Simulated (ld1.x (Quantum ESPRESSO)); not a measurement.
**What the settings do to the TM potential of Sb (Z = 51)**

Base potential:

```
Element                 : Sb (Z = 51)
Generator               : ld1.x (Quantum ESPRESSO) 7.5
Type                    : norm-conserving Troullier–Martins (Kleinman–Bylander form)
Functional              : PBE
Relativity              : fully relativistic
Frozen core             : [Kr] 4d10
Valence charge          : 5
Reference configuration : 5s2 5p2.75 (charge +0.25)
Partial waves           : 5p (bound): rc 2.50 bohr; 5d channel at 0.2 Ry: rc 2.35 bohr; 5s (bound): rc 1.55 bohr
Local potential         : the s channel
Core correction         : Bessel-smoothed model core inside 1.30 bohr
```

Open shells are filled in proportion to 2j + 1 (rel_dist='average').

Cutoffs, loose and tight: the cutoffs (Ry, on a coarse ladder) from which the occupation-weighted sum of valence levels, in a spherical-Bessel basis at the reference potential, stays within 10 and 1 mRy of its value at 400 Ry. They do not see the model core or the augmentation charge, which bear on the density cutoff. Test errors are all-electron minus pseudo excitation energies from the reference, over the configurations 5s2 5p3; 5s2 5p2; 5s2 5p1; 5s2 5p0; 5s2 5p2.5; 5s1 5p4; 5s2 5p3.3. A dash means not determined; rows that change the core or the reference have their own tests.

A true bound ghost makes a file unfit for plane-wave use even where its test errors are small: the radial tests pick states by their node count and pass the ghost by.

| change | outcome | cutoff, loose | cutoff, tight | bound ghosts | largest test error (meV) |
| --- | --- | --- | --- | --- | --- |
| base | generated | 45 Ry | 90 Ry | d5/2 | -115 |
| wave 5p (bound): rc 2.50 bohr becomes 5p (bound): rc 1.68 bohr | generated | 50 Ry | 100 Ry | d5/2, p3/2, p1/2 | -118 |
| wave 5p (bound): rc 2.50 bohr becomes 5p (bound): rc 1.92 bohr | generated | 45 Ry | 100 Ry | d5/2 | -112 |
| wave 5p (bound): rc 2.50 bohr becomes 5p (bound): rc 2.06 bohr | generated | 45 Ry | 90 Ry | d5/2 | -109 |
| wave 5p (bound): rc 2.50 bohr becomes 5p (bound): rc 2.28 bohr | generated | 45 Ry | 90 Ry | d5/2 | -108 |
| wave 5p (bound): rc 2.50 bohr becomes 5p (bound): rc 2.52 bohr | generated | 45 Ry | 90 Ry | d5/2 | -115 |
| wave 5p (bound): rc 2.50 bohr becomes 5p (bound): rc 2.74 bohr | generated | 45 Ry | 90 Ry | d5/2 | -135 |
| wave 5p (bound): rc 2.50 bohr becomes 5p (bound): rc 3.56 bohr | generated | 45 Ry | 90 Ry | d5/2, p1/2 | -271 |

(1) What comes out with this change to the base: wave 5p (bound): rc 2.50 bohr becomes 5p (bound): rc 3.24 bohr?

(2) What comes out with this change to the base: wave 5p (bound): rc 2.50 bohr becomes 5p (bound): rc 3.72 bohr?

(3) What comes out with this change to the base: wave 5p (bound): rc 2.50 bohr becomes 5p (bound): rc 3.02 bohr?

Results:

(1) outcome: generated; cutoff, loose: 45 Ry; cutoff, tight: 90 Ry; bound ghosts: p1/2, d5/2; largest test error (meV): -205.

(2) outcome: generated; cutoff, loose: 45 Ry; cutoff, tight: 90 Ry; bound ghosts: d5/2, p1/2; largest test error (meV): -305.

(3) outcome: generated; cutoff, loose: 45 Ry; cutoff, tight: 90 Ry; bound ghosts: d5/2; largest test error (meV): -164.

Reading the sweep of the p radius (base included, trends over the rows without a ghost): Bound ghosts are found at 1.68, 1.92, 2.06, 2.28, 2.5, 2.52, 2.74, 3.02, 3.24, 3.56, 3.72 bohr. Every judged row has one, so this setting neither creates nor removes them.
